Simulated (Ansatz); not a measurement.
Stepwise reaction of `[F][Nb]([F])(=[S])[Cl]` with hydrogen chloride, as a gas-phase model of exchange steps in deposition or etching. ΔE in kJ/mol; ΔG adds harmonic PBE0-D4 terms to CCSD(T)/CBS, at 1 bar.

Calculated with Ansatz (gas phase, PBE0-D4/def2-TZVP geometries, no zero-point term in ΔE). CBS: MP2 limit from def2 TZ/QZ plus the TZ coupled-cluster correction, frozen cores. This one scheme is used for every species. Functionals use def2-TZVPP. B3LYP here is the variant with VWN-RPA as its local correlation; programs differ in this. Elements past krypton have def2 core potentials. For Nb outer-core shells are correlated without core-valence functions, which leaves a few kJ/mol of doubt a bond.

| step | reaction | PBE-D4 | B3LYP-D4 | ωB97M-V | CCSD(T)/CBS | ΔG(400 K) |
| --- | --- | --- | --- | --- | --- | --- |
| 1 | `[F][Nb]([F])(=[S])[Cl]` + HCl → `[F][Nb](=[S])([Cl])[Cl]` + H–F | 8.8 | 8.7 | 12.0 | -3.0 | 3.1 |
| 2 | `[F][Nb](=[S])([Cl])[Cl]` + HCl → `[S]=[Nb]([Cl])([Cl])[Cl]` + H–F | 7.4 | 7.2 | 10.8 | -4.8 | 5.0 |

Q: By hand: ΔE of the 2 steps together at CCSD(T)/CBS.

A: (-3.0) + (-4.8) = -7.8 kJ/mol, or -3.9 kJ/mol a step.

In ΔE the steps differ by no more than 1.8 kJ/mol. ΔG lies between 3.1 and 5.0 kJ/mol a step. PBE-D4 differs from CCSD(T)/CBS by 11.8 to 12.2 kJ/mol a step. Isolated molecules leave out the surface, adducts and barriers. Largest T1 diagnostic: 0.023.
